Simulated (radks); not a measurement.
Results of a calculation; reference values are marked as such.
Problem. All-electron atom: the magnesium ion Mg9+ in [He] 2s1. Code: a radial shooting solver on a logarithmic mesh with Libxc functionals. Model: scalar-relativistic Kohn-Sham, r2SCAN, spin-polarised, spherical densities, finite nucleus; open shells are filled with parallel spins first; meta-GGA in the generalised Kohn-Sham scheme; Fermi nuclear charge, rms radius 3.057 fm. Some entries of the table are withheld. Estimate them.

orbital  occ.  eigenvalue (Ry)  r(max) (bohr)
1s up       1              (1)            (2)
1s down     1              (3)            (4)
2s up       1        -25.92105            (5)

Solution. 
(1) 1s up eigenvalue (Ry): -120.4998
(2) 1s up r(max) (bohr): 0.08477
(3) 1s down eigenvalue (Ry): -120.3179
(4) 1s down r(max) (bohr): 0.08489
(5) 2s up r(max) (bohr): 0.4802
